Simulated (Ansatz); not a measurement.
Job for Ansatz (a first-principles code): U-PBE/cc-pVTZ on CH6BeGe (SMILES [CH3][Be][GeH3]), a point of a bond scan (R = 2.958 Å).

Ansatz 0.2 input:
```yaml
crystal:
  periodic: [false, false, false]
  atoms:
    - {symbol: Be, position_ang: [-0.18384765, 1.04916504, -0.75458802]}
    - {symbol: C, position_ang: [-0.41926256, 2.39260940, -1.72082973]}
    - {symbol: H, position_ang: [-2.59969057, 4.11600077, -0.70864177]}
    - {symbol: H, position_ang: [-0.68259427, 2.11781029, -2.74808870]}
    - {symbol: H, position_ang: [0.47837929, 3.01783564, -1.77956966]}
    - {symbol: Ge, position_ang: [0.12640089, -0.72133305, 0.51880234]}
    - {symbol: H, position_ang: [0.98119774, -1.81784029, -0.15781112]}
    - {symbol: H, position_ang: [0.84789286, -0.39872335, 1.84778085]}
    - {symbol: H, position_ang: [-1.19190946, -1.41964363, 0.92528940]}
basis:
  gaussian:
    orbitals: cc-pVTZ
hamiltonian:
  xc: {name: PBE}
magnetization: {spin_polarized: true, initial_magnetization: 0}
```

The log:

```
WARN ansatz: RAYON_NUM_THREADS=1 ignored (pool sized by the plan → 1); use --threads N
Functional definition: PBE
integrals: 0.09 GiB planned
1043 factors; their error is unknown
mean field: 0.81 GiB planned
mean field evaluation 1: about -58017.5800 eV, gradient 5.5e1 eV
mean field evaluation 2: about -57946.2897 eV, gradient 8.5e1 eV
mean field evaluation 4: about -58014.4081 eV, gradient 4.4e1 eV
mean field evaluation 8: about -58039.0366 eV, gradient 2.5e-1 eV
mean field evaluation 16: about -58039.6649 eV, gradient 9.8e-1 eV
mean field evaluation 32: about -58039.7157 eV, gradient 1.1e0 eV
mean field -58039.70386666 eV, -2132.9197763756 hartree, gradient 6.2e-6 eV, S^2 0.915130; 3 other end points of the search recorded, 0 dependent functions left out
reference -58039.70391928 eV, -2132.9197783092 hartree; 24, 24 occupied and 163, 163 virtual orbitals, 1043 factors
Total energy: -58039.70391928 eV, -2132.9197783092 hartree
```

The calculation finished and met its thresholds. Its determinant has ⟨S²⟩ = 0.92, a mixture of spin states.

Cost: around 10 core-seconds (rough).
